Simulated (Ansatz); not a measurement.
Mulliken charges of CH₅FMoN₂, SMILES `[CH3][Mo](=[NH])(=[NH])[F]` from ωB97M-V/def2-TZVPP in Ansatz (PBE0-D4/def2-TZVP geometry).

```
atom   x (Å)   y (Å)   z (Å)  charge (e)
  C1  -1.361  -0.405  -0.474      -0.506
 Mo2   0.321   0.523   0.382       1.310
  N3   0.968  -0.699   1.405      -0.540
  N4   1.356   0.785  -0.967      -0.540
  F5  -0.118   2.093   1.292      -0.428
  H6  -2.062  -0.641   0.332       0.140
  H7  -1.109  -1.321  -1.006       0.136
  H8  -1.816   0.301  -1.175       0.140
  H9   1.691  -1.341   1.701       0.144
 H10   2.213   0.653  -1.488       0.144
```

Question: By hand: the dipole of these point charges (1 e Å = 4.8032 D).

Answer: Σ q r = (-0.227, -0.379, -0.273) e Å, of length 0.519 e Å = 2.49 D.

Question: How does the dipole of the full density compare? (An estimate is asked.)

Answer: Computed: (0.248, -0.401, -0.210) e Å, 2.48 D; the point charges give 1.00 times that, at 55° from its direction.

Point charges leave out the atoms' own dipoles, such as those of lone pairs, and Mulliken's split depends on the basis, so the two needn't agree.
